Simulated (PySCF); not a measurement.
Compound: C3H6ClFSi.
Structure used (PBE0-D3(BJ)/def2-SVP), in Å, numbered top down from 1:
```
atom  x, y, z in Å
F1    -2.427   -1.050    0.042
Si2   -1.671    0.391    0.128
C3     0.026    0.117    0.887
C4     0.882   -0.730    0.012
C5     1.740   -0.289   -0.912
Cl6    2.027    1.391   -1.208
H7    -1.555    0.930   -1.253
H8    -2.497    1.284    0.991
H9     0.482    1.110    1.041
H10   -0.116   -0.347    1.877
H11    0.779   -1.817    0.092
H12    2.331   -0.952   -1.546
```

Theory: PBE0-D3(BJ)/def2-SVP geometry optimisation, gas phase (PySCF 2.14.0).

Take the most abundant isotopes and a rigid rotor. The values belong to one conformer with, in the numbering `[F:1][SiH2:2][CH2:3]/[CH:4]=[CH:5]\[Cl:6]`, F1–Si2–C3–C4 64°, Si2–C3–C4–C5 93°.

(1) Give the principal moments of inertia and the rotational constants in GHz.

(2) What kind of rotor is it?

(3) What does the inertial defect say?

(4) Give the other two planar moments, Paa and Pbb, and the rms extents of the mass along the axes.

(5) Where do the levels up to J = 3 lie, in MHz?

(6) Which lines would a microwave search look for?

Answers

(1) Ia = 100.45, Ib = 496.18, Ic = 533.67 u·Å²; 505379 MHz·u·Å²/I gives 5031, 1019 and 947.0 MHz, that is A = 5.0310, B = 1.0185, C = 0.9470 GHz.

(2) A near-prolate asymmetric top: κ = (2 × 1019 − 5031 − 947.0)/(5031 − 947.0) = -0.96.

(3) Not planar: Δ = Ic − Ia − Ib = -62.95 u·Å². For a rigid frame Δ = −2 Σ m c², so Σ m c² = 31.48 u·Å² lies off the ab plane: 8.95 from hydrogen and 22.53 from heavier atoms. The atom farthest from that plane is 1.86 Å away.

(4) Paa = Σ m a² = (Ib + Ic − Ia)/2 = 464.70 and Pbb = Σ m b² = (Ia + Ic − Ib)/2 = 68.98 u·Å². With the mass M = 123.99 u, the rms extents √(P/M) along a, b and c are 1.94, 0.75, 0.50 Å.

(5) Above 0(0,0):
J = 1: 1(0,1) 1966, 1(1,1) 5978, 1(1,0) 6050
J = 2: 2(0,2) 5896, 2(1,2) 9837, 2(1,1) 10052, 2(2,1) 22090, 2(2,0) 22090
J = 3: 3(0,3) 11788, 3(1,3) 15626, 3(1,2) 16056, 3(2,2) 27986, 3(2,1) 27991, 3(3,1) 48228, 3(3,0) 48228

(6) The dipole components are |μa| = 0.38 D, |μb| = 0.43 D, |μc| = 0.84 D. Intensities carry the squares of the components, which stand as 0.21 : 0.26 : 1.00 (a : b : c). Some of the stronger lines:

```
type  branch         J(Ka,Kc)    MHz  lower level (cm⁻¹)
   a       R  1(0,1) ← 0(0,0)   1966               0.000
   a       R  2(1,2) ← 1(1,1)   3859               0.199
   a       R  2(0,2) ← 1(0,1)   3930               0.066
   c       Q  2(1,2) ← 2(0,2)   3942               0.197
   a       R  2(1,1) ← 1(1,0)   4003               0.202
   c       Q  1(1,1) ← 1(0,1)   4012               0.066
   b       Q  1(1,0) ← 1(0,1)   4084               0.066
   b       Q  2(1,1) ← 2(0,2)   4157               0.197
   b       R  1(1,1) ← 0(0,0)   5978               0.000
   c       R  1(1,0) ← 0(0,0)   6050               0.000
   b       R  2(1,2) ← 1(0,1)   7872               0.066
   c       R  2(1,1) ← 1(0,1)   8087               0.066
   c       Q  2(2,1) ← 2(1,1)  12037               0.335
   b       Q  2(2,0) ← 2(1,1)  12038               0.335
   b       Q  2(2,1) ← 2(1,2)  12252               0.328
   b       R  2(2,1) ← 1(1,0)  16040               0.202
   c       R  2(2,0) ← 1(1,0)  16041               0.202
   c       R  2(2,1) ← 1(1,1)  16112               0.199
   b       R  2(2,0) ← 1(1,1)  16112               0.199
```

Stationary, but not proved a minimum. No vibrational averaging or centrifugal distortion is included, and the geometry carries the error of its method. Quadrupole hyperfine structure (35Cl) is left out.

Hardware: one thread of an Arm Neoverse N1, no GPU, on a shared host. Cost: 77 s, 0.51 GiB resident at most. That covers the optimisation of the geometry.
